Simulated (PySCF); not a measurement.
A TDDFT job was run through a driver script with this input:

```
{"job": {"kind": "uv", "xc": "PBE0", "basis": "def2-SVPD", "nstates": 8, "ntriplets": 3}, "charge": 0, "multiplicity": 1}
Ga     0.434619     1.358481    -1.610903
C     -0.249327    -0.373504    -0.767451
C     -1.308329    -0.013713     0.304361
Ge     0.049184    -0.300760     1.724142
C      0.895498    -0.997304     0.069219
H      1.963346     1.548225    -2.019399
H     -0.486887     2.650616    -1.751865
H     -0.646075    -1.089069    -1.500464
H     -1.736196     0.988774     0.190934
H     -2.133766    -0.727300     0.332336
H      0.669264     0.932379     2.342864
H     -0.258337    -1.259570     2.853789
H      1.893614    -0.630887    -0.196411
H      0.912715    -2.086841     0.006682
```

Output (SCF cycles cut):

```
converged SCF energy = -4120.2806448470

Static polarisability (au): isotropic 95.650, principal 84.815 88.866 113.269

Singlet excitations
state   eV       nm        f      main configurations
  1   4.2038    294.9   0.00424   H->L 0.99
  2   4.9776    249.1   0.00002   H-1->L 0.61, H-3->L 0.39
  3   5.2719    235.2   0.00013   H-3->L 0.61, H-1->L 0.39
  4   5.4153    229.0   0.00583   H-2->L 0.98
  5   6.1682    201.0   0.00044   H->L+1 0.97
  6   6.4914    191.0   0.03196   H->L+2 0.96
  7   6.8746    180.4   0.01265   H-4->L 0.80, H-1->L+1 0.15
  8   6.9593    178.2   0.00124   H->L+4 0.59, H-1->L+1 0.20, H-4->L 0.12

Triplet excitations (Tamm-Dancoff, eV): 3.8588 4.5435 5.1889
```

Method: TDDFT PBE0/def2-SVPD, vertical, gas phase, core orbitals frozen in the response (PySCF 2.14.0, density-fitted response routines). The structure is a single GFN2-xTB conformer in the gas phase; no vibrational or solvent corrections. The PBE0/def2-SVPD calculation is non-relativistic and has no spin–orbit coupling, an omission that weighs most on gallium and germanium.

How many basis functions and electrons does this run hold?

208 basis functions for 90 electrons in 45 doubly occupied orbitals.

What share of the summed oscillator strength falls to the strongest level in this window?

State 6 at 191 nm: 0.0320 of 0.0565, or 57%.

What is the polarisability anisotropy, √(½[(α1 − α2)² + (α2 − α3)² + (α3 − α1)²])?

26.66 au.

What is the gap between the lowest singlet and the lowest triplet?

4.2038 − 3.8588 = 0.3450 eV (full response against Tamm–Dancoff).

Give the mean polarisability in Å³.

95.65 au × 0.148185 = 14.17 Å³.

Write the structure that the coordinates describe.

`[GaH2][CH]1[CH2][GeH2][CH2]1` (C3H9GaGe), point group Cs.

H and L stand for HOMO and LUMO.
